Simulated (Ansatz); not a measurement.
`[CH3][Y]([F])[Cl]` from Hartree–Fock to CCSD(T)

```xyz
7

C     0.4246   -0.9556   -0.3427
Y    -0.3818    0.9856    0.6648
F     1.0194    2.3101    1.1236
Cl   -2.7303    1.5697    0.1765
H     0.3232   -0.8971   -1.4358
H     1.4831   -1.1616   -0.1422
H    -0.1383   -1.8511   -0.0442
```

Charge 0, multiplicity 1. Correlated methods include outer-core shells of Y, which these sets cover unevenly. Y takes the def2 core potential. All single points use the PBE0-D4/def2-TZVP geometry. Frozen core, restricted reference, the Gaussian-basis code of Ansatz.

```csv
basis,HF (Eh),MP2 corr.,CCSD corr.,(T),CCSD(T) total
def2-SVP,?,?,-0.67309,?,?
def2-TZVPP,-636.69431,?,-0.90855,-0.03228,?
def2-QZVPP,-636.71764,-0.98338,–,–,–
```

(1) Fill in the withheld values. (An estimate is asked.)

Answers

(1) Computed: def2-SVP HF (Eh): -636.36097; def2-SVP MP2 corr.: -0.64029; def2-SVP (T): -0.01581; def2-SVP CCSD(T) total: -637.04987; def2-TZVPP MP2 corr.: -0.87692; def2-TZVPP CCSD(T) total: -637.63514.
